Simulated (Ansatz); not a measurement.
Reaction (substitution at a C–Br bond): `C=[C]([GeH3])Br` + H₂Te → `C=[C]([GeH3])[TeH]` + HBr

Computed with Ansatz on PBE0-D4/def2-TZVP structures; ΔE is electronic, products minus reactants. CCSD(T)/CBS adds triple-zeta CCSD(T) − MP2 to the extrapolated MP2 energy (def2 sets, frozen cores). Functionals use def2-TZVPP. Elements past krypton have def2 core potentials. For Br, Ge, Te outer-core shells are correlated without core-valence functions, which leaves a few kJ/mol of doubt a bond. Scalar relativity is left out up to krypton.

```tsv
level	ΔE (kJ/mol)
PBE-D4	-17.3
r2SCAN-D4	-16.4
ωB97M-V	-15.6
B2PLYP	-16.5
PBE0	-14.3
SCS-MP2/def2-TZVPP	-21.6
HF/def2-QZVPP	-10.6
CCSD/CBS(def2)	-22.7
```

Question: What does CCSD(T)/CBS give? (An estimate is asked.)

Answer: Computed: -24.6 kJ/mol. The listed levels differ from it by 7.3, 8.2, 9.0, 8.1, 10.3, 3.0, 14.0, 1.9 kJ/mol.

Largest T1 diagnostic among the species: 0.012.

In def2-TZVPP, CCSD(T) changes the Hartree–Fock value by −10.7 kJ/mol (the triples alone add −1.9 kJ/mol) and MP2 by −15.8 kJ/mol. The D4 term adds −5.9 kJ/mol with B3LYP and −3.3 kJ/mol with PBE0; it sums over pairs of atoms, weighted by their polarisabilities, and B3LYP, whose exchange is more repulsive, gets the larger term.

B3LYP here is the variant with VWN-RPA as its local correlation; programs differ in this.
